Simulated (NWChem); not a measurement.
System: CH₇FSi₂; SMILES C[SiH2][SiH2]F

Here is an NWChem input.

```
start job
memory heap 200 mb stack 900 mb global 1100 mb
geometry units angstroms noautosym nocenter noautoz
  Si     0.387365     1.226513    -0.266825
  F     -0.897304     1.940093     0.430601
  Si     0.490234    -1.054632     0.283132
  C     -1.011882    -2.046566    -0.310241
  H      0.266369     1.412480    -1.742051
  H      1.615589     1.936342     0.191831
  H      1.735653    -1.578924    -0.355212
  H      0.655973    -1.203511     1.758158
  H     -1.126798    -1.979532    -1.397536
  H     -1.934230    -1.677491     0.150918
  H     -0.901788    -3.104204    -0.046445
end
basis spherical
  Si library 6-31g*
  F library 6-31g*
  C library 6-31g*
  H library 6-31g*
end
dft
  xc hfexch
  iterations 150
end
property
  shielding
end
task dft property
```

Output (shortened):

```
             Northwest Computational Chemistry Package (NWChem) 7.3.0
             --------------------------------------------------------

                             Geometry "geometry" -> ""
                             -------------------------

 Output coordinates in angstroms (scale by  1.889725989 to convert to a.u.)

  No.       Tag          Charge          X              Y              Z
 ---- ---------------- ---------- -------------- -------------- --------------
    1 Si                  14.0000     0.38736500     1.22651300    -0.26682500
    2 F                    9.0000    -0.89730400     1.94009300     0.43060100
    3 Si                  14.0000     0.49023400    -1.05463200     0.28313200
    4 C                    6.0000    -1.01188200    -2.04656600    -0.31024100
    5 H                    1.0000     0.26636900     1.41248000    -1.74205100
    6 H                    1.0000     1.61558900     1.93634200     0.19183100
    7 H                    1.0000     1.73565300    -1.57892400    -0.35521200
    8 H                    1.0000     0.65597300    -1.20351100     1.75815800
    9 H                    1.0000    -1.12679800    -1.97953200    -1.39753600
   10 H                    1.0000    -1.93423000    -1.67749100     0.15091800
   11 H                    1.0000    -0.90178800    -3.10420400    -0.04644500

 Effective nuclear repulsion energy (a.u.)     217.4027398102

  xc_inp: hfexch multiplicative factor not found.
                              NWChem Property Module
                              ----------------------

  itol2e modified to match energy
  convergence criterion.

                                 NWChem DFT Module
                                 -----------------

 Summary of "ao basis" -> "ao basis" (spherical)
 ------------------------------------------------------------------------------
       Tag                 Description            Shells   Functions and Types
 ---------------- ------------------------------  ------  ---------------------
 Si                          6-31g*                  8       18   4s3p1d
 F                           6-31g*                  6       14   3s2p1d
 C                           6-31g*                  6       14   3s2p1d
 H                           6-31g*                  2        2   2s

  itol2e modified to match energy
  convergence criterion.

            General Information
            -------------------
          SCF calculation type: DFT
          Wavefunction type:  closed shell.
          No. of atoms     :    11
          No. of electrons :    50
           Alpha electrons :    25
            Beta electrons :    25
          Charge           :     0
          Spin multiplicity:     1
          Use of symmetry is: off; symmetry adaption is: off
          Maximum number of iterations: 150
          AO basis - number of functions:    78
                     number of shells:    42
          Convergence on energy requested:  1.00D-07
          Convergence on density requested:  1.00D-05
          Convergence on gradient requested:  5.00D-04

              XC Information
              --------------
                     Hartree-Fock (Exact) Exchange  1.000

      Superposition of Atomic Density Guess
      -------------------------------------

 Sum of atomic energies:        -718.15482899

      Non-variational initial energy
      ------------------------------

 Total energy =    -719.524817
 1-e energy   =   -1426.879863
 2-e energy   =     489.952306
 HOMO         =      -0.305662
 LUMO         =       0.020014

[...]

          -----------------------------------------
          Chemical Shielding Tensors (GIAO, in ppm)
          -----------------------------------------

                                NWChem CPHF Module
                                ------------------

  scftype          =     RHF
  nclosed          =       25
  nopen            =        0
  variables        =     1325
  # of vectors     =        3
  tolerance        = 0.10D-03
  level shift      = 0.00D+00
  max iterations   =       50
  max subspace     =       30

 SCF residual:    3.8438375495989303E-005

Iterative solution of linear equations
  No. of variables     1325
  No. of equations        3
  Maximum subspace       30
        Iterations       50
       Convergence  1.0D-04

   iter   nsub   residual    time
   ----  ------  --------  ---------
     1      3    8.20D-01      40.0
     2      6    1.01D-01      42.9
     3      9    2.49D-02      45.8
     4     12    4.65D-03      48.5
     5     15    4.35D-04      51.2
     6     18    6.55D-05      53.8

      Atom:    1  Si
        Diamagnetic
    877.4549     -2.9886     -3.3083
     -2.9886    879.1906      0.5288
     -3.3083      0.5288    873.1922

        Paramagnetic
   -418.7749    -36.2930    -54.7729
    -36.2930   -428.3300      2.3158
    -54.7729      2.3158   -472.5626

        Total Shielding Tensor
    458.6801    -39.2816    -58.0812
    -39.2816    450.8606      2.8445
    -58.0812      2.8445    400.6295

           isotropic =     436.7234
          anisotropy =     116.5807

          Principal Components and Axis System
                 1           2           3
              514.4439    435.0999    360.6265

      1         0.7696      0.3055      0.5607
      2        -0.4936      0.8417      0.2189
      3        -0.4051     -0.4452      0.7985

      Atom:    2  F
        Diamagnetic
    480.4025     -9.6733     -8.9637
     -9.6733    471.5312      5.1857
     -8.9637      5.1857    468.4758

        Paramagnetic
    -33.2706     11.4579     31.3789
     11.4579    -35.6264      4.8731
     31.3789      4.8731     -9.1891

        Total Shielding Tensor
    447.1318      1.7846     22.4151
      1.7846    435.9048     10.0588
     22.4151     10.0588    459.2867

           isotropic =     447.4411
          anisotropy =      46.4269

          Principal Components and Axis System
                 1           2           3
              478.3924    436.9721    426.9589

      1         0.5775     -0.5490      0.6042
      2         0.2110      0.8154      0.5392
      3         0.7886      0.1839     -0.5867

      Atom:    3  Si
        Diamagnetic
    880.2170      1.3548      1.0801
      1.3548    883.3858     -0.1538
      1.0801     -0.1538    877.4836

        Paramagnetic
   -369.2224     19.5996      9.1061
     19.5996   -384.7697      8.6522
      9.1061      8.6522   -392.3614

        Total Shielding Tensor
    510.9946     20.9544     10.1862
     20.9544    498.6161      8.4984
     10.1862      8.4984    485.1222

           isotropic =     498.2443
          anisotropy =      48.4148

          Principal Components and Axis System
                 1           2           3
              530.5209    483.1946    481.0175

      1         0.7664     -0.6422     -0.0121
      2         0.5780      0.6978     -0.4231
      3         0.2802      0.3172      0.9060

      Atom:    4  C
        Diamagnetic
    255.4627      4.9842      2.8581
      4.9842    252.7220      1.9069
      2.8581      1.9069    249.3248

        Paramagnetic
    -50.1347     -7.0080     -5.7720
     -7.0080    -44.2068     -2.5432
     -5.7720     -2.5432    -36.8805

        Total Shielding Tensor
    205.3280     -2.0237     -2.9138
     -2.0237    208.5152     -0.6363
     -2.9138     -0.6363    212.4443

           isotropic =     208.7625
          anisotropy =       7.0862

          Principal Components and Axis System
                 1           2           3
              213.4866    209.3936    203.4073

      1        -0.3403     -0.3548      0.8708
      2         0.0182      0.9234      0.3834
      3         0.9401     -0.1463      0.3078

      Atom:    5  H
        Diamagnetic
     23.7547     -0.3348     -0.1933
     -0.3348     26.0179     -2.7348
     -0.1933     -2.7348     37.0905

        Paramagnetic
      1.0850     -0.2599     -1.2772
     -0.2599     -0.1207      1.3179
     -1.2772      1.3179     -6.5430

        Total Shielding Tensor
     24.8396     -0.5947     -1.4705
     -0.5947     25.8971     -1.4169
     -1.4705     -1.4169     30.5475

           isotropic =      27.0947
          anisotropy =       6.1571

          Principal Components and Axis System
                 1           2           3
               31.1995     26.0949     23.9899

      1        -0.1985     -0.5184      0.8318
      2        -0.2322      0.8494      0.4740
      3         0.9522      0.0991      0.2889

      Atom:    6  H
        Diamagnetic
     33.8452      5.6251      2.4897
      5.6251     28.9167      1.6963
      2.4897      1.6963     24.0487

        Paramagnetic
     -3.6382     -3.2654     -2.4055
     -3.2654     -1.7211     -0.9099
     -2.4055     -0.9099     -0.0471

        Total Shielding Tensor
     30.2070      2.3596      0.0842
      2.3596     27.1955      0.7864
      0.0842      0.7864     24.0016

           isotropic =      27.1347
          anisotropy =       6.5896

          Principal Components and Axis System
                 1           2           3
               31.5278     26.0994     23.7769

      1         0.8719     -0.4811      0.0912
      2         0.4859      0.8271     -0.2826
      3         0.0605      0.2907      0.9549

      Atom:    7  H
        Diamagnetic
     35.2870     -3.9601     -4.1540
     -3.9601     27.9563      1.8295
     -4.1540      1.8295     26.1496

[...]
```

Level: Hartree-Fock/6-31G* (spherical d), GIAO. Structure relaxed at the B3LYP/6-31G* (spherical d) level. The printed shielding anisotropy is the first printed principal value minus the mean of the other two.
